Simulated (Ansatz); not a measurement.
Relaxation of AlCl2FH2 (6 atoms, charge 0, multiplicity 1), to a largest force component of 0.03 eV/Å in at most 50 steps.

Level of theory: Ansatz, RKS B3LYP/def2-mTZVP.

```xyz
6
Properties=species:S:1:pos:R:3
Al 0.001 0.234 -0.029
F 0.005 0.358 1.634
Cl 1.812 0.234 -1.052
Cl -1.819 0.182 -1.035
H 0.091 -2.329 0.993
H 0.045 -1.762 1.420
```

Q: Where does it end, and by what steps?

A: The forces met the threshold. The force dipped under the threshold on the way, but the program's further checks kept it going. After 12 steps the energy has fallen by 0.101 eV; F2 moved furthest, 0.40 Å.

```csv
step,energy less start (eV),largest force component (eV/Å),accepted
0,0.0000,1.158,yes
1,-0.0647,0.735,yes
2,-0.0833,0.597,yes
3,-0.0913,0.519,yes
4,-0.0971,0.252,yes
5,-0.1000,0.098,yes
6,-0.1004,0.080,yes
7,-0.1007,0.030,yes
8,-0.1007,0.024,yes
9,-0.1007,0.065,no
10,-0.1009,0.006,yes
11,-0.1010,0.011,yes
12,-0.1010,0.014,yes
```

```xyz
6
Properties=species:S:1:pos:R:3
Al 0.002 0.304 0.031
F 0.001 0.761 1.609
Cl 1.818 0.130 -0.973
Cl -1.815 0.059 -0.955
H 0.072 -2.333 0.775
H 0.057 -2.004 1.443
```

Run time: 26 s on 2 threads of Arm Neoverse V1 (shared host), peak memory 0.17 GiB.
